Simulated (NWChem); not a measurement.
# Atomisation of CH₃Li

```
C
H 1 1.1164
H 1 1.1164 2 105.03
H 1 1.1164 2 105.03 3 110.49
Li 1 1.9800 2 113.61 4 124.75
```
Charge 0, spin multiplicity 1.

Program: NWChem. The geometry was optimised at PBE/def2-SVP, a minimum by its harmonic frequencies.

Basis set: def2-TZVP. The atomisation energy is electronic alone: no zero-point, thermal, spin-orbit or counterpoise terms. No value is extrapolated to the basis-set limit. Free atoms are single determinants with multiplicities Li 2, C 3, H 2. Correlated methods freeze the same cores in atoms and molecule, 1 orbitals in all.

The structure started from a generated list of species. The stability of the SCF solutions was not checked. Open-shell Hartree-Fock references start from PBE0 orbitals.

One of these methods gave an atomisation energy of 257.5 kcal/mol. Which?
(A) LDA (SVWN5)
(B) MP2
(C) BLYP
(D) HF

D, HF. The others give 396.3 (LDA (SVWN5)), 339.7 (MP2), 352.3 (BLYP).
